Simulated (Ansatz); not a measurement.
Born–Oppenheimer molecular dynamics of BrF$_{3}$H$_{4}$NOTa (11 atoms, charge 0, multiplicity 1). It starts at the highest image of a converged band, a first-order saddle point between two minima.

Theory: RKS PBE/def2-SVP in Ansatz.

- ensemble: NVE (velocity Verlet)
- time step: 0.5 fs
- steps asked: 200
- starting velocities drawn for: 100 K
- seed: 10057

First frame:

```xyz
11
Properties=species:S:1:pos:R:3
Ta -0.072 -0.088 0.228
O 1.931 -0.049 0.377
H 2.406 0.504 1.026
F -0.130 0.411 2.071
F 0.058 -0.379 -1.644
N -0.714 1.720 -0.164
H -0.996 2.389 0.559
H -0.904 2.065 -1.111
F -1.562 -1.235 0.441
Br 1.358 -2.925 0.654
H 2.082 -1.588 0.558
```

Question: What does the run give?

Answer: The run went to its last step.

```json
{
  "steps done": "200",
  "time covered": "100 fs",
  "mean temperature over the second half": "158 K",
  "spread of the potential energy over the second half": "8.9 meV per atom",
  "mean potential energy of the second half above the start": "-6.1 meV per atom"
}
```

The conserved energy stayed within 0.05 meV per atom of its start (net change 0.024 meV per atom), so the integration is sound. The kinetic energy rose, since the run started high on the potential surface and went downhill. A run of 0.1 ps of so small a system gives no equilibrium averages. The orbitals stay closed-shell, which can raise the energy where a bond breaks towards radicals; this wasn't checked here.

Question: What happens to the structure?

Answer: Between its relaxed ends the band would form Ta1–Br10, O2–H11 and break Br10–H11. These pairs go: Ta1–Br10 3.21 → 2.94 Å, O2–H11 1.56 → 1.06 Å, Br10–H11 1.52 → 1.99 Å. In the last frame they stand as after the step (other bonds may differ from the relaxed reactants and products). It ends as one piece, BrF3H4NOTa. Pairs count as bonded within 1.25 times the sum of covalent radii (0.12 Å more for H–H). The details hang on the random start.

Question: How do temperature and energy run in time?

Answer: 
```
time (fs)  T (K)  potential energy less start (eV)  conserved less start (meV/atom)
        0    100                             0.000                             0.00
        8     54                             0.053                             0.03
       16     28                             0.084                             0.05
       24     63                             0.043                             0.02
       32     51                             0.057                             0.02
       40     44                             0.066                             0.03
       48     64                             0.042                             0.03
       56     56                             0.052                             0.03
       64     80                             0.024                             0.03
       72    138                            -0.044                             0.03
       80    169                            -0.080                             0.02
       88    209                            -0.127                             0.03
       96    283                            -0.213                             0.05
```

Run time: 7.1 min on 4 threads of Arm Neoverse V2, on a shared host, peak memory 0.24 GiB.
